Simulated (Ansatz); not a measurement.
Reactions of `C[SiH2][SiH](O)Cl`.

Program: Ansatz. Geometries: PBE0-D4/def2-TZVP. ΔE: electronic, gas phase. CBS: MP2 limit from def2 TZ/QZ plus the TZ coupled-cluster correction, frozen cores. This one scheme is used for every species. DFT in def2-TZVPP. For Ge outer-core shells are correlated without core-valence functions, which leaves a few kJ/mol of doubt a bond. Scalar relativity is left out up to krypton. One conformer a species, not always the lowest.

| reaction | PBE-D4 (eV) | CCSD(T)/CBS(def2) (eV) |
| --- | --- | --- |
| `C[SiH2][SiH](O)Cl` + HCl → `O[SiH](Cl)Cl` + `C[SiH3]` | -0.99 | -1.14 |
| `C[SiH2][SiH](O)Cl` → `O[SiH2]C([SiH3])Cl` | 1.87 | 1.77 |
| `C[SiH2][SiH](O)Cl` + `[OH][GeH3]` → `O[SiH](Cl)[O][GeH3]` + `C[SiH3]` | -1.20 | -1.49 |
| `C[SiH2][SiH](O)Cl` → `C[SiH](Cl)[SiH2]O` | 0.13 | 0.13 |
| `C[SiH2][SiH](O)Cl` + `N#CBF` → `C[SiH2][SiH2]O` + `N#CB(F)Cl` | 0.24 | 0.35 |

Largest T1 diagnostic: 0.015, for `N#CBF`.
